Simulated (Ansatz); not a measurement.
Relaxation of CH$_{8}$N$_{2}$O$_{2}$Si (14 atoms, charge 0, multiplicity 1), to a largest force component of 0.015 eV/Å in at most 40 steps.

Computed with RKS PBE0-D4/def2-mTZVP in Ansatz 0.2.0.

```xyz
14
Properties=species:S:1:pos:R:3:forces:R:3
N 0.169 -1.477 -1.255 -0.39 3.25 -3.83
C 0.033 -0.552 -0.168 3.38 -1.25 -2.21
N 1.088 -0.971 0.621 3.20 1.94 4.75
O -1.071 -0.839 0.477 -5.81 -0.51 0.51
O 0.188 0.742 -0.657 -0.47 0.37 0.49
Si -0.432 2.060 0.186 -0.73 -0.37 0.04
H -0.491 -1.086 -1.947 0.53 -0.47 -0.39
H -0.243 -2.293 -0.968 -0.80 -2.95 0.91
H 1.275 -0.220 1.362 -0.09 -1.16 -1.27
H 0.747 -1.737 1.213 0.20 0.13 -0.47
H -1.643 -1.275 -0.224 0.20 1.10 1.69
H 0.096 3.305 -0.406 0.12 -0.07 -0.20
H -1.963 2.078 0.097 0.77 0.01 0.09
H 0.000 2.005 1.617 -0.10 -0.04 -0.11
```

Task: Where does it end, and by what steps?

Result: The run converged. After 38 steps the energy has fallen by 1.621 eV; H14 moved furthest, 1.81 Å.

```json
{"step": "0", "energy less start (eV)": "0.0000", "largest force component (eV/Å)": "5.806", "accepted": "yes"}
{"step": "2", "energy less start (eV)": "-1.2525", "largest force component (eV/Å)": "0.699", "accepted": "yes"}
{"step": "4", "energy less start (eV)": "-1.3000", "largest force component (eV/Å)": "0.110", "accepted": "yes"}
{"step": "6", "energy less start (eV)": "-1.3064", "largest force component (eV/Å)": "0.092", "accepted": "yes"}
{"step": "8", "energy less start (eV)": "-1.2789", "largest force component (eV/Å)": "1.553", "accepted": "no"}
{"step": "10", "energy less start (eV)": "-1.3503", "largest force component (eV/Å)": "0.408", "accepted": "yes"}
{"step": "12", "energy less start (eV)": "-1.3885", "largest force component (eV/Å)": "0.398", "accepted": "yes"}
{"step": "14", "energy less start (eV)": "-1.4333", "largest force component (eV/Å)": "0.171", "accepted": "yes"}
{"step": "16", "energy less start (eV)": "-1.4579", "largest force component (eV/Å)": "0.290", "accepted": "yes"}
{"step": "18", "energy less start (eV)": "-1.4673", "largest force component (eV/Å)": "0.490", "accepted": "no"}
{"step": "20", "energy less start (eV)": "-1.4779", "largest force component (eV/Å)": "0.125", "accepted": "yes"}
{"step": "22", "energy less start (eV)": "-1.4808", "largest force component (eV/Å)": "0.074", "accepted": "yes"}
{"step": "24", "energy less start (eV)": "-1.4903", "largest force component (eV/Å)": "0.079", "accepted": "yes"}
{"step": "26", "energy less start (eV)": "-1.5079", "largest force component (eV/Å)": "0.352", "accepted": "yes"}
{"step": "28", "energy less start (eV)": "-1.5501", "largest force component (eV/Å)": "0.274", "accepted": "yes"}
{"step": "30", "energy less start (eV)": "-1.5921", "largest force component (eV/Å)": "0.306", "accepted": "yes"}
{"step": "32", "energy less start (eV)": "-1.6049", "largest force component (eV/Å)": "0.349", "accepted": "yes"}
{"step": "34", "energy less start (eV)": "-1.6181", "largest force component (eV/Å)": "0.160", "accepted": "yes"}
{"step": "36", "energy less start (eV)": "-1.6200", "largest force component (eV/Å)": "0.059", "accepted": "yes"}
{"step": "38", "energy less start (eV)": "-1.6206", "largest force component (eV/Å)": "0.009", "accepted": "yes"}
```

```xyz
14
Properties=species:S:1:pos:R:3
N 0.527 -1.340 -1.110
C -0.307 -0.656 -0.158
N 0.368 -0.523 1.103
O -1.533 -1.301 0.112
O -0.586 0.605 -0.700
Si -0.152 1.957 0.191
H 0.241 -1.081 -2.047
H 0.400 -2.341 -1.003
H -0.163 -0.943 1.854
H 1.304 -0.903 1.061
H -2.171 -0.963 -0.528
H -0.629 3.055 -0.692
H -0.861 2.069 1.491
H 1.313 2.104 0.373
```

Time of the run: 3.5 min on 2 threads of Arm Neoverse V2, with other jobs on the host, peak memory 0.41 GiB.
